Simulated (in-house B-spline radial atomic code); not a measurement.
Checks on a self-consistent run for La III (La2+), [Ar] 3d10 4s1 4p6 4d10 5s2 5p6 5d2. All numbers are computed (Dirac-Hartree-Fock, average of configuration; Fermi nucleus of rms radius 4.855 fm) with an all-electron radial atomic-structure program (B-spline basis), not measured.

| orbital | q | ε (Eh) | <1/r> | <r²> | small-component weight |
| --- | --- | --- | --- | --- | --- |
| 1s1/2 | 2 | -1440.10640 | 62.0126 | 0.000853478 | 0.044433 |
| 2s1/2 | 2 | -234.10549 | 14.6088 | 0.0135368 | 0.0096436 |
| 2p1/2 | 2 | -220.28486 | 14.553 | 0.00998207 | 0.0096388 |
| 2p3/2 | 4 | -205.04849 | 13.2418 | 0.0112408 | 0.0090828 |
| 3s1/2 | 2 | -52.59056 | 5.27347 | 0.0921898 | 0.0029497 |
| 3p1/2 | 2 | -46.75721 | 5.18301 | 0.0870515 | 0.0028886 |
| 3p3/2 | 4 | -43.71292 | 4.86074 | 0.0944422 | 0.0027409 |
| 3d3/2 | 4 | -33.57314 | 4.71061 | 0.0777169 | 0.0026043 |
| 3d5/2 | 6 | -32.93099 | 4.6282 | 0.0798254 | 0.0025601 |
| 4s1/2 | 1 | -12.13113 | 2.16703 | 0.481585 | 0.000889 |
| 4p1/2 | 2 | -9.71774 | 2.07062 | 0.508801 | 0.00083001 |
| 4p3/2 | 4 | -9.05376 | 1.97093 | 0.546874 | 0.00078646 |
| 4d3/2 | 4 | -5.34355 | 1.75866 | 0.648806 | 0.00064936 |
| 4d5/2 | 6 | -5.22490 | 1.73284 | 0.664299 | 0.00063657 |
| 5s1/2 | 2 | -2.43304 | 0.871674 | 2.62103 | 0.00020883 |
| 5p1/2 | 2 | -1.71899 | 0.776989 | 3.19669 | 0.00016771 |
| 5p3/2 | 4 | -1.60705 | 0.742121 | 3.45328 | 0.00015613 |
| 5d3/2 | 0.8 | -0.74529 | 0.530999 | 6.70053 | 8.3299e-05 |
| 5d5/2 | 1.2 | -0.73680 | 0.52286 | 6.87738 | 8.0913e-05 |

Electron-electron repulsion V_ee = 3031.1369 hartree.

(1) What total energy follows from the eigenvalues?

(2) Does the Dirac virial theorem hold?

(3) What diamagnetic shielding (Lamb formula) and susceptibility (Langevin formula) do the radii give?

Answers

(1) The eigenvalues count the repulsion twice, so E = Σqε - V_ee = -5451.331 - 3031.137 = -8482.468 hartree; the run printed -8482.468.

(2) For a point nucleus E = -2c²Σq·w, with w the small-component weight. Here Σq·w = 0.22583 and c = 137.0360, so the ratio E/(-2c²Σq·w) is 1.000080; the finite nucleus accounts for the departure from 1.

(3) σ = (α²/3)Σq<1/r> = 361.225/(3·137.036²) = 6411.9 ppm, and χ = -0.79199×10⁻⁶·Σq<r²> = -40.35×10⁻⁶ cm³/mol with Σq<r²> = 50.949 bohr². Both are non-relativistic formulas without the paramagnetism of open shells; for so heavy an element the full relativistic shielding is larger by tens of per cent.
